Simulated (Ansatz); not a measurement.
`C[SiH](C)Br` + GeH₄ → `C[SiH](C)[GeH3]` + HBr  (formal exchange of groups at the Si–Br bond)

Computed with Ansatz on PBE0-D4/def2-TZVP structures; ΔE is electronic, products minus reactants. CCSD(T)/CBS adds triple-zeta CCSD(T) − MP2 to the extrapolated MP2 energy (def2 sets, frozen cores). DFT in def2-TZVPP. For Br, Ge outer-core shells are correlated without core-valence functions, which leaves a few kJ/mol of doubt a bond. Scalar relativity is left out up to krypton.

`C[SiH](C)Br`:

Z-matrix (Å, degrees):
```
C
Si 1 1.860
H 1 1.092 2 110.7
H 1 1.094 2 110.1 3 -119.8
H 1 1.092 2 110.9 3 120.3
C 2 1.860 1 112.7 3 58.1
Br 2 2.239 1 108.3 3 -61.7
H 2 1.485 1 110.7 3 -177.4
H 6 1.094 2 110.1 1 61.8
H 6 1.092 2 110.7 1 -58.1
H 6 1.092 2 110.9 1 -178.4
```

GeH₄:

```xyz
5

Ge    0.000    0.000    0.000
H    -0.093   -0.279    1.506
H     1.396    0.541   -0.334
H    -1.058    1.038   -0.394
H    -0.245   -1.300   -0.777
```

`C[SiH](C)[GeH3]`:

```xyz
14

C     0.054    0.526   -1.798
Si    0.377   -0.389   -0.193
C    -1.043   -1.541    0.223
Ge    0.706    1.169    1.579
H     0.889    1.183   -2.052
H    -0.084   -0.179   -2.622
H    -0.847    1.139   -1.722
H     1.631   -1.188   -0.330
H    -1.194   -2.271   -0.577
H    -0.848   -2.089    1.147
H    -1.973   -0.982    0.352
H     0.981    0.460    2.919
H    -0.543    2.051    1.776
H     1.892    2.111    1.299
```

HBr:

```xyz
2

Br   -0.457   -0.466    0.280
H     0.457    0.466   -0.280
```

CCSD(T)/CBS gives +22.2 kcal/mol.

**Question.** Another level gave +21.7 kcal/mol. Which?
A. SCS-MP2/def2-TZVPP
B. HF/def2-TZVPP
C. PBE/def2-TZVPP
D. CCSD/def2-TZVPP

**Answer.** D. CCSD/def2-TZVPP 21.7, HF/def2-TZVPP 26.5, SCS-MP2/def2-TZVPP 23.2, PBE 19.8 kcal/mol.

Largest T1 diagnostic among the species: 0.012.

In def2-TZVPP, CCSD(T) changes the Hartree–Fock value by −5.2 kcal/mol (the triples alone add −0.4 kcal/mol) and MP2 by −3.4 kcal/mol. From PBE to PBE0 (25 % exact exchange), in def2-TZVPP and without D4, ΔE moves by +1.4 kcal/mol.
